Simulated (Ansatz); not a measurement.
`CC1[SiH2]B1F` + H₂O → `CC1[SiH2]B1O` + H–F  (formal hydrolysis of a B–F bond)

Computed with Ansatz on PBE0-D4/def2-TZVP structures; ΔE is electronic, products minus reactants. CCSD(T)/CBS is the MP2 limit (def2-TZVPP, def2-QZVPP) plus CCSD(T) − MP2 in def2-TZVPP, frozen cores. This one scheme is used for every species. DFT in def2-TZVPP. B3LYP here is the variant with VWN-RPA as its local correlation; programs differ in this. Each species was taken in one conformer, which may not be the lowest.

(1) Is it downhill or uphill in electronic energy at CCSD(T)/CBS, and by how much? (Estimate.)

(2) What do these levels give: r2SCAN-D4, B3LYP-D4, B3LYP, CCSD(T)/def2-TZVPP, SCS-MP2/def2-QZVPP, MP2/CBS(def2)? (Estimate.)

Largest T1 diagnostic among the species: 0.013.

Answers

(1) Ansatz gave: Nearly level: ΔE = -2.4 kJ/mol.

(2) Ansatz gave: r2SCAN-D4 0.3, B3LYP-D4 -0.1, B3LYP 3.1, CCSD(T)/def2-TZVPP -3.2, SCS-MP2/def2-QZVPP -2.6, MP2/CBS(def2) -5.1 kJ/mol.

The D4 term adds −3.2 kJ/mol with B3LYP and −1.8 kJ/mol with PBE0; it sums over pairs of atoms, weighted by their polarisabilities, and B3LYP, whose exchange is more repulsive, gets the larger term. In def2-TZVPP, CCSD(T) changes the Hartree–Fock value by −6.8 kJ/mol (the triples alone add −0.6 kJ/mol) and MP2 by −9.4 kJ/mol.
